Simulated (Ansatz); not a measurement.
`C=[CH][Al]([CH3])[OH]` + SiH₄ → `C=[CH][Al]([CH3])[SiH3]` + H₂O  (formal exchange of groups at the Al–O bond)

Program: Ansatz. Geometries: PBE0-D4/def2-TZVP. ΔE: electronic, gas phase. CCSD(T)/CBS is the MP2 limit (def2-TZVPP, def2-QZVPP) plus CCSD(T) − MP2 in def2-TZVPP, frozen cores. This one scheme is used for every species. DFT in def2-TZVPP. B3LYP here is the variant with VWN-RPA as its local correlation; programs differ in this. One conformer a species, not always the lowest.

`C=[CH][Al]([CH3])[OH]`:

```xyz
12

C    -1.670   -1.288    0.049
C    -1.067   -0.497    0.941
Al    0.494    0.538    0.420
C     1.227    0.449   -1.378
O     1.271    1.567    1.531
H    -1.311   -1.377   -0.975
H    -2.548   -1.888    0.284
H    -1.502   -0.476    1.941
H     1.468   -0.579   -1.667
H     2.139    1.044   -1.462
H     0.514    0.825   -2.119
H     0.984    1.683    2.434
```

SiH₄:

```xyz
5

Si    0.000    0.000    0.000
H    -1.304   -0.667    0.241
H     1.000   -0.501    0.977
H    -0.157    1.468    0.161
H     0.461   -0.300   -1.379
```

`C=[CH][Al]([CH3])[SiH3]`:

Z-matrix (Å, degrees):
```
C
Al 1 1.954
H 1 1.092 2 113.5
H 1 1.096 2 110.5 3 121.2
H 1 1.096 2 110.6 3 -121.3
C 2 1.945 1 120.8 3 179.4
Si 2 2.465 1 123.1 3 -0.6
C 6 1.336 2 120.7 1 -180.0
H 6 1.091 2 122.9 1 0.0
H 7 1.494 2 112.0 1 -120.6
H 7 1.494 2 111.9 1 120.3
H 7 1.492 2 112.8 1 -0.1
H 8 1.089 6 123.1 2 180.0
H 8 1.089 6 121.8 2 0.0
```

H₂O:

Cartesian coordinates in Å:
```
O -0.097 -0.284 0.248
H -0.403 0.625 0.254
H 0.500 -0.341 -0.502
```

Is it downhill or uphill in electronic energy at CCSD(T)/CBS, and by how much? (An estimate is asked.)

Ansatz gave: Uphill: ΔE = +136.2 kJ/mol.

What do these levels give: PBE-D4, r2SCAN-D4, ωB97M-V, B3LYP, HF/def2-TZVPP, MP2/def2-TZVPP, CCSD/def2-TZVPP, CCSD(T)/def2-TZVPP, HF/def2-QZVPP, HF/CBS(def2), MP2/CBS(def2), CCSD/CBS(def2)? (Estimate.)

Computed: PBE-D4 118.8, r2SCAN-D4 138.2, ωB97M-V 144.4, B3LYP 146.0, HF/def2-TZVPP 156.8, MP2/def2-TZVPP 146.9, CCSD/def2-TZVPP 141.0, CCSD(T)/def2-TZVPP 138.5, HF/def2-QZVPP 157.7, HF/CBS(def2) 157.8, MP2/CBS(def2) 144.6, CCSD/CBS(def2) 138.8 kJ/mol.

Largest T1 diagnostic among the species: 0.012.

In def2-TZVPP, CCSD(T) changes the Hartree–Fock value by −18.3 kJ/mol (the triples alone add −2.5 kJ/mol) and MP2 by −9.9 kJ/mol. The D4 term adds −4.9 kJ/mol with B3LYP and −3.0 kJ/mol with PBE0; it sums over pairs of atoms, weighted by their polarisabilities, and B3LYP, whose exchange is more repulsive, gets the larger term.
